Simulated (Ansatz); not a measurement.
SiCl3(NiPr2) (C6H14Cl3NSi), 25 atoms. Hardware: 2 threads of AMD EPYC 7R13 on a shared host and a share (18 GiB) of an NVIDIA H100 80GB HBM3.

Correlated methods freeze 27 core orbitals. Single mean-field runs in def2-TZVP are fitted with def2-universal-jkfit.

Q: How many basis functions does each of these Ansatz runs have, and roughly what does it cost? ωB97X-V/def2-TZVP, charge 0 singlet, energy, from earlier orbitals; B3LYP-D4/6-31G, charge 0 singlet, energy; r2SCANh-D4/def2-TZVP, charge 1 doublet at the geometry of the charge 0 singlet, energy, from earlier orbitals; r2SCANh-D4/def2-TZVP, charge 0 singlet, energy, from earlier orbitals; r2SCAN-D4/def2-SVP, charge 0 singlet, relaxation, 14 steps; PBE-D4/def2-TZVP, charge 0 singlet, energy and forces, from earlier orbitals; RPA@PBE/def2-TZVP, charge 0 singlet, energy, from earlier orbitals; PBE0-D4/def2-TZVP, charge 0 singlet, energy, from earlier orbitals; r2SCAN-D4/def2-TZVP, charge 0 singlet, energy and forces, from earlier orbitals; r2SCAN-D4/def2-TZVP, charge 0 triplet at the geometry of the charge 0 singlet, energy, from earlier orbitals; MP2/def2-TZVP, charge 0 singlet, energy, from earlier orbitals; HF/6-31G, charge 0 singlet, energy.

A: Other jobs shared the machine, so times can vary by a factor of up to 3.

| run | functions | fitting or Cholesky vectors | wall time | peak host memory (GiB) |
| --- | --- | --- | --- | --- |
| HF/6-31G, charge 0 singlet, energy | 143 | 1902 | 3.4 s | 0.78 |
| r2SCANh-D4/def2-TZVP, charge 1 doublet at the geometry of the charge 0 singlet, energy, from earlier orbitals | 449 | 1291 | 4.9 s | 1 |
| MP2/def2-TZVP, charge 0 singlet, energy, from earlier orbitals | 449 | 2955 | 6 s | 0.89 |
| PBE0-D4/def2-TZVP, charge 0 singlet, energy, from earlier orbitals | 449 | 1291 | 6 s | 0.81 |
| PBE-D4/def2-TZVP, charge 0 singlet, energy and forces, from earlier orbitals | 449 | 1291 | 6 s | 0.84 |
| B3LYP-D4/6-31G, charge 0 singlet, energy | 143 | 1902 | 7.5 s | 0.8 |
| r2SCAN-D4/def2-TZVP, charge 0 singlet, energy and forces, from earlier orbitals | 449 | 1291 | 7.5 s | 0.86 |
| r2SCANh-D4/def2-TZVP, charge 0 singlet, energy, from earlier orbitals | 449 | 1291 | 7.5 s | 0.86 |
| RPA@PBE/def2-TZVP, charge 0 singlet, energy, from earlier orbitals | 449 | 2955 | 8.5 s | 2.4 |
| ωB97X-V/def2-TZVP, charge 0 singlet, energy, from earlier orbitals | 449 | 1291 | 8.5 s | 0.94 |
| r2SCAN-D4/def2-TZVP, charge 0 triplet at the geometry of the charge 0 singlet, energy, from earlier orbitals | 449 | 1291 | 8.5 s | 1.1 |
| r2SCAN-D4/def2-SVP, charge 0 singlet, relaxation, 14 steps | 240 | 2713 | 57 s | 0.88 |
